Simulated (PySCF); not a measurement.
Unknown compound

The spectra below were simulated for a compound C$_{4}$H$_{12}$FPSi$_{2}$.

1H NMR (300 MHz, computed): δ 6.71 (m, 1H), 4.91 (m, 2H), 4.90 (m, 2H), 4.19 (d, 3H), 2.65 (m, 2H), 1.06 (m, 2H).

13C{1H} NMR (computed): δ 162.3, 147.2, 84.2, 44.4.

- geometry: GFN2-xTB
- NMR shieldings at PBE0/pcSseg-1/GIAO
- code: PySCF
- no relativistic terms, a single conformation, no solvent model, rapidly exchanging positions averaged

δ = σ(ref) − σ, references computed at the same level: TMS for 1H (σ = 31.72 ppm), 13C (σ = 186.93 ppm).

Propose a structure and justify it.

## Answers


4 carbon signals for 4 carbons: no two carbons are equivalent. Carbon types of the structure: 1 × C, 1 × CH, 2 × CH2, leaving 7 H on heteroatoms. δC 162.3: fully substituted alkene carbon; the olefinic region. δC 147.2: alkene CH; as expected for a trigonal carbon in a double bond. δC 84.2: sp3 CH2 bonded to F; the inductive effect lowers its shielding. δC 44.4: allylic sp3 CH2; aliphatic region, no heteroatom directly attached. δH 6.71: hydrogen on an alkene CH; olefinic region. δH 4.91: hydrogen on an sp3 CH2 bonded to F; its carbon carries F, hence the downfield position. δH 2.65: hydrogen on an allylic sp3 CH2; allylic position.

These data were computed for SMILES FCC/C(=C\[SiH3])[SiH2]P.

The shifts were computed for this structure.

Splittings by 19F and 31P in the carbon and heteronuclear signals aren't shown, as no couplings were computed. Shifts are as computed. Against solution values, carbons near 30 ppm lie about +3 ppm off and those near 130 ppm about +5 ppm. Of 1211 compounds with measured shifts, 218 miss one by over three times the rms of a fit or turn the order of signals round; such compounds aren't used in these exercises. Multiplicities follow the n + 1 count of equivalent neighbours, as no J values were calculated; m marks all less simple cases, F and P coupling included.
